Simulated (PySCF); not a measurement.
Si(F)2(GeH3)(OH), SMILES O[Si](F)(F)[GeH3] (H₄F₂GeOSi) at its PBE0/def2-SVP optimised geometry (Å):

```
9

O     -1.1699    -1.5030     1.3616
Si    -0.6094    -0.7840     0.0000
F     -1.0089     0.7840     0.0000
F      1.0089    -0.7840     0.0000
Ge    -1.4669    -1.8865    -1.8972
H     -0.9081    -1.1530     2.2199
H     -1.0451    -3.3635    -1.8726
H     -0.9134    -1.2212    -3.1671
H     -3.0002    -1.7914    -1.9025
```

Computed with PBE0/def2-TZVP (PySCF). Cells within 0.4 Å of a nucleus heavier than hydrogen are left out (blank, or x).

Map of the deformation density (molecule minus spherical neutral atoms) (e/bohr³) on the plane z = 0.0 Å:

```
|333333333333333333333333333|
|333333322222222333333333333|
|333332222222222222333333333|
|333222222222222222223333333|
|322222222222222222222333333|
|222222222222222222222233333|
|222222222222322222222223333|
|222222222223322222222222333|
|222223322333332222222222333|
|222223335xx5332222222222233|
|22222334xxx6432222222222233|
|222222346xx6422222222222223|
|222222346897322223332222223|
|222222224775212333333222223|
|222222111232114555432222222|
|2222221001xx2378xx622222222|
|2222221001xxx487xxx22222222|
|2222221101xx2367xx622222222|
|222222211110013555332222222|
|222222221110002333333222223|
|222222222111111223332222223|
|222222222211112222222222223|
|222222222222222222222222233|
|222222222222222222222222233|
|222222222222222222222222333|
|222222222222222222222222333|
|222222222222222222222223333|
```
Scale: ten equal steps from -0.020 (start of '0') to 0.047 (end of '9'), in the order '0123456789'; x runs from -3.50 to 3.50, y from -3.50 (bottom) to 3.50 (top).
